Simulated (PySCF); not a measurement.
Predicted microwave data (PBE0/pcSseg-1 in PySCF (dipole) on a GFN2-xTB geometry, gas phase) for one isomer of C6H12S:

```
Rotational constants : A = 4285, B = 1416, C = 1143 MHz
Dipole components    : |μa| = 1.66 D, |μb| = 0.76 D, |μc| = 0.73 D
Inertial defect      : -32.46 u·Å²
κ                    : -0.83
```

Task: Which candidate fits, each taken in the one conformer that was computed?
A. `[CH3:1][CH:2]1[CH2:3][CH2:4][S:5][CH2:6][CH2:7]1` with C1–C2–C3–C4 176°, C2–C3–C4–S5 64°, C3–C4–S5–C6 -57°, C4–S5–C6–C7 57° (4-methylthiane)
B. `[CH3:1][CH2:2][CH2:3][C@@H:4]1[CH2:5][CH2:6][S:7]1` with C1–C2–C3–C4 -176°, C2–C3–C4–C5 173°, C3–C4–C5–C6 -107°, C4–C5–C6–S7 -10°, C5–C6–S7–C4 8°, C3–C4–S7–C6 111°
C. `[SH:1][CH:2]1[CH2:3][CH2:4][CH2:5][CH2:6][CH2:7]1` with H–S1–C2–C3 178°, S1–C2–C3–C4 180°, C2–C3–C4–C5 -58°, C3–C4–C5–C6 57°, C4–C5–C6–C7 -57°

Result: C. It is SC1CCCCC1, an asymmetric top. The candidates at the same level (rigid rotor, commonest isotopes):

| SMILES | A (MHz) | B (MHz) | C (MHz) | μa (D) | μb (D) | μc (D) | Δ (u·Å²) | point group | rotor |
| --- | --- | --- | --- | --- | --- | --- | --- | --- | --- |
| CC1CCSCC1 | 3915 | 1651 | 1271 | 1.72 | 0.00 | 0.80 | -37.51 | Cs | asymmetric top |
| SC1CCCCC1 | 4285 | 1416 | 1143 | 1.66 | 0.76 | 0.73 | -32.46 | – | asymmetric top |
| CCC[C@@H]1CCS1 | 4585 | 1180 | 1039 | 0.02 | 1.93 | 0.09 | -52.18 | C1 | near-prolate asymmetric top |

`CCC[C@@H]1CCS1` has B 17 % too low; `CC1CCSCC1` has B 17 % too high. No structure here is proved a minimum.
